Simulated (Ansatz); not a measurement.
Reaction (isomerisation): `CNC(=N)[SiH3]` → `C=NCN[SiH3]`

Isolated molecules relaxed with PBE0-D4/def2-TZVP in Ansatz; ΔE leaves out vibrations. CCSD(T)/CBS adds triple-zeta CCSD(T) − MP2 to the extrapolated MP2 energy (def2 sets, frozen cores). DFT in def2-TZVPP. B3LYP here is the variant with VWN-RPA as its local correlation; programs differ in this. Each species was taken in one conformer, which may not be the lowest.

`CNC(=N)[SiH3]`:

```xyz
13

C    -1.536   -1.376    0.451
N    -0.716   -0.193    0.537
C     0.344   -0.013   -0.297
N     0.680   -0.946   -1.109
Si    1.317    1.603   -0.095
H    -2.035   -1.456   -0.521
H    -0.916   -2.266    0.572
H    -2.284   -1.348    1.243
H    -1.094    0.613    1.000
H     1.501   -0.687   -1.648
H     2.415    1.408    0.886
H     0.434    2.698    0.396
H     1.890    1.963   -1.415
```

`C=NCN[SiH3]`:

Z-matrix (Å, degrees):
```
C
N 1 1.454
N 1 1.436 2 112.5
H 1 1.102 2 111.4 3 -122.2
H 1 1.095 2 106.9 3 120.4
C 2 1.257 1 117.4 3 124.1
Si 3 1.725 1 122.1 2 -78.4
H 3 1.009 1 112.5 2 69.0
H 6 1.090 2 119.6 1 -179.6
H 6 1.100 2 123.2 1 0.3
H 7 1.485 3 107.3 1 -170.9
H 7 1.493 3 116.0 1 68.3
H 7 1.487 3 107.3 1 -51.5
```

| level | ΔE (kJ/mol) | difference from CCSD(T)/CBS |
| --- | --- | --- |
| B3LYP-D4 | 3.4 | 7.3 |
| B2PLYP | -0.1 | 3.8 |
| PBE | 17.3 | 21.2 |
| PBE0 | 10.5 | 14.4 |
| MP2/def2-TZVPP | -4.0 | -0.1 |
| SCS-MP2/def2-TZVPP | -9.9 | -6.0 |
| HF/def2-QZVPP | -18.6 | -14.7 |
| MP2/def2-QZVPP | -2.3 | 1.6 |
| SCS-MP2/def2-QZVPP | -8.2 | -4.3 |
| MP2/CBS(def2) | -1.0 | 2.9 |
| CCSD(T)/CBS | -3.9 | 0 |

Largest T1 diagnostic among the species: 0.014.

In def2-TZVPP, CCSD(T) changes the Hartree–Fock value by +11.9 kJ/mol (the triples alone add +3.6 kJ/mol) and MP2 by +14.8 kJ/mol. From PBE to PBE0 (25 % exact exchange), in def2-TZVPP and without D4, ΔE moves by −6.8 kJ/mol.

CCSD(T)/CBS has its own doubt, a few kJ/mol and more with outer-core shells, so smaller differences from it don't rank the levels.
